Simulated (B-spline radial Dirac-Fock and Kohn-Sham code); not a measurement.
# S⁴⁺ 1s: cross section and angular parameters

System: S⁴⁺ in the configuration [Ne] 3s2; threshold 2521.0 eV (orbital energy of the model). Model: Dirac-Hartree-Slater photoionisation with a Latter tail; cross sections with all multipoles, angular parameters from the dipole term and its interference with E2. Program: a B-spline atomic structure program.

For linearly polarised light dσ/dΩ = σ/(4π) [1 + β P₂(cos θ) + (δ + γ cos²θ) sin θ cos φ], with θ from the polarisation vector and φ the angle between the beam and the projection of the electron momentum on the plane normal to the polarisation.

```
hν (eV)  σ (kb)      β       γ
   2610    91.3  2.000  -0.062
   2930    68.2  2.000   0.212
   3650    38.9  2.000   0.561
   4450    23.1  2.000   0.825
   4580    21.4  2.000   0.862
 5414.7    13.6  2.000   1.076
   6510    8.18  2.000   1.312
   6670    7.64  2.000   1.344
   8910    3.37  2.000   1.731
  11900       ?      ?       ?
  12400    1.29  2.000   2.214
  15000   0.732  1.999   2.515
```

Question: Give the values at 11900 eV.

Answer: σ = 1.45 kb, β = 2.000, γ = 2.152. For an s subshell δ is negligible.

Values without a named source are computed, but for edge energies of neutral atoms, which are taken from tables.
